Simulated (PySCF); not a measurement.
**Adding and removing an electron: SiHg**

PBE0; basis Si def2-SVPD, Hg def2-SVPD with ECP60; scalar-relativistic core potentials; PySCF 2.14. Neutral (UKS): triplet (π ↑↑), Re = 2.580 Å, ωe = 202 cm⁻¹, De = 0.60 eV, HOMO -5.28 eV, LUMO -2.88 eV.

SiHg⁺ (UKS): doublet (π ↑), Re = 2.621 Å, ωe = 213 cm⁻¹, De = 1.47 eV to Si⁺ + Hg. The energies at the minima are -442.68485 hartree for SiHg and -442.41509 for SiHg⁺.

Question: Work out the adiabatic ionisation energy, without and with harmonic zero-point energies (1 hartree = 27.2114 eV, 1 eV = 8065.5 cm⁻¹), and the change of the bond length.

Answer: At PBE0: 0.26976 hartree = 7.341 eV between the minima; the zero-point term (213.0 − 202.0)/2 cm⁻¹ = +0.001 eV makes it 7.341 eV. Re changes by +4.1 pm against the neutral. The electron leaves a π orbital, and the longer bond of the ion fits a bonding orbital, or a change in how ionic the bond is.

SiHg⁻ (UKS): quartet (σ ↑, π ↑↑), Re = 2.791 Å, ωe = 139 cm⁻¹. The energies at the minima are -442.68485 hartree for SiHg and -442.72703 for SiHg⁻.

Question: Work out the adiabatic electron affinity, without and with harmonic zero-point energies (1 hartree = 27.2114 eV, 1 eV = 8065.5 cm⁻¹), and the change of the bond length.

Answer: At PBE0: 0.04218 hartree = 1.148 eV between the minima; the zero-point term (202.0 − 139.0)/2 cm⁻¹ = +0.004 eV makes it 1.152 eV. Re changes by +21.1 pm against the neutral. The electron enters a σ orbital, and the longer bond of the ion fits an antibonding orbital, or a change in how ionic the bond is.

Spin–orbit coupling is left out, which matters for elements this heavy, above all for dissociation energies. For an ion De counts to the pair picked by the measured ionisation energies or electron affinities, which need not be the lowest pair at this level. The highest Kohn–Sham level is positive in this anion. Much of that is self-interaction error, but it also means that the finite basis helps to hold the extra electron. States were picked by a PBE0 search and need not be the measured ground states.
